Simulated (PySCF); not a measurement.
H3NOSi, SMILES N[Si]O (connectivity only; charge and spin as stated), neutral, multiplicity 1. Geometry optimised at r2SCAN-D4/def2-TZVP. Other conformers were not sampled.

Calculation: r2SCAN-D4/def2-TZVP (PySCF).

Harmonic wavenumbers (cm⁻¹): 318, 351, 464, 502, 690, 763, 840, 894, 1577, 3514, 3630, 3787. Rotational constants (GHz): 24.68, 8.346, 6.237; symmetry number 1.

**Question.** Work out the zero-point energy and the ideal-gas rigid-rotor harmonic-oscillator thermochemistry at 298.15 K and 1 atm.

**Answer.** ZPE = ½ Σ hcν = ½ × 17330 cm⁻¹ = 103.66 kJ/mol. H − E(el) = 117.69 kJ/mol. Entropy in J/(mol K): translation 160.04, rotation 96.40, vibration 19.99, total 276.43. G − E(el) = 35.27 kJ/mol. Cp = 68.83 J/(mol K).
